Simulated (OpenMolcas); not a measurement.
## Er2+: moving or changing the point charges

Er2+ among 8 point charges of -0.5 e arranged as a hexagonal bipyramid (D6h), 2.23 Å from the ion, with the axial distance 2.096 Å.

```yaml
Program: OpenMolcas
Method: "SS-CASPT2, IPEA 0.25 Eh, imaginary shift 0.1 Eh (closed shells correlated: 5s 5p)"
Basis: ANO-RCC-VTZP [8s7p5d3f2g1h]
Scalar_Hamiltonian: DKH2, point nucleus
Active_space: 12 electrons in 7 orbitals (4f)
State_averaging: 2S+1 = 3 even, 21 roots; 2S+1 = 1 even, 27 roots kept (CI in the orbitals of an earlier block)
Spin-orbit_coupling: state interaction with AMFI integrals over the reference wave functions
```

Runs around this geometry, states. Energies in cm-1 above the lowest state or level, χT in cm3 K/mol.

| R (Å) | q (e) | Ground state | First state of that spin | First gap with spin-orbit (degeneracies) | Width of lowest J | χT at 300 K |
| --- | --- | --- | --- | --- | --- | --- |
| 2.23 | -0.25 | 2S+1 = 3 | 52 | 0 (1, 1) | 363 | 7.103 |
| 2.23 | -0.5 | 2S+1 = 3 | 4 | 1 (2, 1) | 598 | 7.051 |
| 2.41 | -0.5 | 2S+1 = 3 | 48 | 0 (1, 1) | 497 | 7.076 |
| 2.65 | -0.5 | 2S+1 = 3 | 80 | 0 (1, 1) | 405 | 7.097 |

Taking the width of the lowest J multiplet as R^-n, n = -ln(405 / 598) / ln(2.65 / 2.23) = 2.3 between the shortest and longest distance.

Scaling the charges by -0.25 / -0.5 = 0.50 scales the width of the lowest J multiplet by 363 / 598 = 0.61; with fixed orbitals a first-order splitting would follow the charge.

Roots that are degenerate in the reference are averaged as groups; the widest CASPT2 spread within a group is 1300 cm-1 (the 3-fold group of multiplicity 1 near 29100 cm-1 above the lowest state of its run, R = 2.23, q = -0.5). Shifts and gaps below about the spread of the groups concerned are not significant. This is an electrostatic model: the charges have no orbitals. An unlabelled pair can be two single states that coincide in this model. A group larger than the point group allows holds several states that coincide in this model. No measured value stands beside these numbers.

A state without a sure symmetry label is named by its multiplicity alone.
